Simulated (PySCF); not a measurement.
F2Zn, charge -1, doublet, at a GFN2-xTB geometry (such geometries of metal compounds can be far from the true shape) (a state made from the parent by changing its charge; the spin is typed, not shown lowest) (in this run its highest filled SCF level lies above zero, so its values depend strongly on the basis, on diffuse functions most of all). Base run: PBE/def2-SVP run with PySCF.

PySCF was given this input:
```python
from pyscf import gto, scf, dft

mol = gto.Mole()
mol.atom = '''
    Zn    0.155331    0.307633    0.313275
    F    -0.496055    0.686220   -1.581878
    F    -0.021715   -1.711663    0.537628
'''
mol.basis = 'def2-svp'
mol.charge = -1
mol.spin = 1
mol.verbose = 4
mol.build()

mf = dft.UKS(mol)
mf.xc = 'pbe'
mf.kernel()
mf.analyze()
```

Each row names what was changed in the base input (with any setting that the change needs).

```tsv
change	basis functions	E (Eh)	HOMO (eV)
base	59	-1978.23182	1.39
basis = x2c-SVPall; relativity = spin-free X2C; nucleus = Gaussian (with mol.nucmod = 'G')	64	-1994.89001	1.14
basis = cc-pVTZ-DK; relativity = spin-free X2C; nucleus = Gaussian (with mol.nucmod = 'G')	128	-1995.49830	0.46
basis = x2c-SVPall; relativity = none	64	-1972.45931	1.20
basis = ANO-RCC-VDZP; relativity = spin-free X2C	62	-1995.50378	0.59
basis = ANO-RCC-VDZP; relativity = none	62	-1969.68386	0.59
basis = cc-pVTZ-DK; relativity = spin-free X2C	128	-1995.50721	0.46
basis = x2c-SVPall; relativity = spin-free X2C	64	-1994.89718	1.14
basis = ANO-RCC-VDZP; relativity = spin-free X2C; nucleus = Gaussian (with mol.nucmod = 'G')	62	-1995.49486	0.59
basis = cc-pVTZ-DK; relativity = none	128	-1969.74458	0.53
```

Totals shift with the method and basis; they matter in differences.

Open shells are given as the SCF converged; they aren't shown to be the lowest states, and a large step between rows can be another state.

Basis sets contracted for a relativistic Hamiltonian are a mismatch without it, so the rows without relativity aren't non-relativistic limits. No row has spin-orbit coupling; sets with core potentials leave out the core electrons.
